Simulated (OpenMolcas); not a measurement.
How methods differ on AlCl3 (SMILES Cl[Al](Cl)Cl)

The species is AlCl3 (4 atoms), meant as a singlet with charge 0. As SMILES, `Cl[Al](Cl)Cl`. Geometry: relaxed at PBE0-D4/def2-TZVP.

Quantity: the electronic atomisation energy, in eV. The values are calculated. Electronic energies at fixed atoms, without zero-point motion or spin-orbit coupling.

```csv
level,kind,program,value (eV),CPU time (all runs)
HF/6-311+G**,Hartree–Fock,OpenMolcas,10.26,25 s
SVWN5/6-311+G**,LDA,OpenMolcas,14.53,32 s
BLYP/6-311+G**,GGA,OpenMolcas,12.19,37 s
revPBE/6-311+G**,GGA,OpenMolcas,12.40,36 s
M06-L/6-311+G**,meta-GGA,OpenMolcas,?,44 s
TPSS/6-311+G**,meta-GGA,OpenMolcas,12.86,44 s
r2SCAN/6-311+G**,meta-GGA,OpenMolcas,?,80 s
M06-2X/6-311+G**,hybrid meta-GGA,OpenMolcas,13.09,44 s
```

Estimate the missing values from the other rows.

As computed at these levels: M06-L/6-311+G**: 13.59 eV; r2SCAN/6-311+G**: 13.30 eV. The values span 10.26 to 14.53 eV. Times are those of the runs behind each value, whatever else they computed, on shared processors of several kinds: orders of magnitude only.
